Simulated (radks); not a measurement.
Values are calculated unless marked as measured or tabulated.
Q: Cl1.5+, configuration [Ne] 3s2 3p(up 1.75, down 1.75) (fractional occupations, a model configuration). Code: a radial shooting solver on a logarithmic mesh with Libxc functionals. Model: non-relativistic Kohn-Sham, r2SCAN, spin-polarised, spherical densities, point nucleus; meta-GGA in the generalised Kohn-Sham scheme. Some entries of the table are withheld. Estimate them.

| orbital | occ. | eigenvalue (eV) | <r> (bohr) | <r^2> (bohr^2) |
|---|---|---|---|---|
| 1s | 2 | (1) | (2) | 0.01124 |
| 2s | 2 | -276.4076 | 0.4444 | 0.2345 |
| 2p | 6 | -214.9092 | 0.4066 | (3) |
| 3s | 2 | (4) | 1.479 | (5) |
| 3p | 3.5 | -25.6536 | 1.651 | (6) |

A: 
(1) 1s eigenvalue (eV): -2775.573
(2) 1s <r> (bohr): 0.09142
(3) 2p <r^2> (bohr^2): 0.2057
(4) 3s eigenvalue (eV): -39.0528
(5) 3s <r^2> (bohr^2): 2.516
(6) 3p <r^2> (bohr^2): 3.190
